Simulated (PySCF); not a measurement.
# Pb⁺ (lead, charge +1): UHF calculation

Configuration: [Xe] 4f14 5d10 6s1 6p2, high-spin 4P determinant (an excited configuration). All numbers are calculated (PySCF 2.14, scalar relativity by spin-free X2C-1e, in x2c-QZVPPall).

```json
{
  "Total energy": "-20879.690377 hartree",
  "One-electron energy": "-28545.1354 hartree",
  "Hartree (Coulomb) energy": "8054.5180 hartree",
  "Exchange energy": "-389.0730 hartree",
  "⟨S²⟩": "3.7564",
  "⟨L²⟩": "2.020",
  "Sum of ⟨r⟩": "45.95 bohr",
  "Sum of ⟨r²⟩": "60.03 bohr²",
  "Traceless quadrupole moment −½Σ⟨3z² − r²⟩ along its main axis": "4.01 e·bohr²",
  "Langevin diamagnetic susceptibility": "-47.5 ×10⁻⁶ cm³/mol"
}
```

| shell | electrons | mean orbital energy (hartree) | spread (hartree) | rms radius, mean of both spins (bohr) |
| --- | --- | --- | --- | --- |
| 1s α | 1 | -3252.46961 | 0 | 0.0181 |
| 1s β | 1 | -3252.46378 | 0 | 0.0181 |
| 2s α | 1 | -587.76958 | 0 | 0.0730 |
| 2s β | 1 | -587.76684 | 0 | 0.0730 |
| 2p α | 3 | -506.72274 | 0.00021 | 0.0673 |
| 2p β | 3 | -506.72125 | 0.00183 | 0.0673 |
| 3s α | 1 | -144.02519 | 0 | 0.186 |
| 3s β | 1 | -144.01962 | 0 | 0.186 |
| 3p α | 3 | -120.31494 | 0.00158 | 0.189 |
| 3p β | 3 | -120.31132 | 0.00443 | 0.189 |
| 3d α | 5 | -94.84305 | 0.00333 | 0.173 |
| 3d β | 5 | -94.84241 | 0.00376 | 0.173 |
| 4s α | 1 | -34.31822 | 0 | 0.408 |
| 4s β | 1 | -34.30833 | 0 | 0.408 |
| 4p α | 3 | -26.37956 | 0.00331 | 0.435 |
| 4p β | 3 | -26.37342 | 0.00831 | 0.435 |
| 4d α | 5 | -16.75112 | 0.00707 | 0.462 |
| 4d β | 5 | -16.74891 | 0.00820 | 0.462 |
| 5s α | 1 | -6.49035 | 0 | 0.916 |
| 5s β | 1 | -6.46707 | 0 | 0.916 |
| 4f α | 7 | -6.17497 | 0.00823 | 0.494 |
| 4f β | 7 | -6.17286 | 0.00935 | 0.494 |
| 5p α | 3 | -4.18975 | 0.00357 | 1.04 |
| 5p β | 3 | -4.17842 | 0.01765 | 1.04 |
| 5d α | 5 | -1.42571 | 0.01286 | 1.38 |
| 5d β | 5 | -1.40112 | 0.02445 | 1.38 |
| 6s α | 1 | -0.96728 | 0 | 2.45 |
| 6p α | 2 | -0.55450 | 0 | 3.09 |

Spin-orbit coupling is strong in this species (close to jj coupling), so the high-spin LS determinant is a model state, not a physical level.

Densities and radii are taken from the X2C orbitals without a picture-change correction, which distorts them close to the nucleus.

Spin-orbit constants ζ (cm⁻¹) from the X2C one-electron operator on these orbitals: bare nucleus, nucleus screened by l(l+1)(2l+1)/3 electrons, and screened by the Breit-Pauli mean field of the electrons.

| shell | bare | screened nucleus | mean field |
| --- | --- | --- | --- |
| 2p | 10800000 | 10540000 | n/a |
| 3p | 2434000 | 2375000 | n/a |
| 3d | 375800 | 330000 | n/a |
| 4p | 591300 | 576900 | n/a |
| 4d | 81600 | 71640 | n/a |
| 4f | 17250 | 11360 | n/a |
| 5p | 102700 | 100200 | n/a |
| 5d | 9235 | 8109 | n/a |
| 6p | 9082 | 8861 | n/a |

To first order the Landé constant is A = 2954 cm⁻¹, so the lowest level has J = 1/2 and lies 0.916 eV below the centre of the term. This holds in LS coupling only, and this species is close to jj coupling.
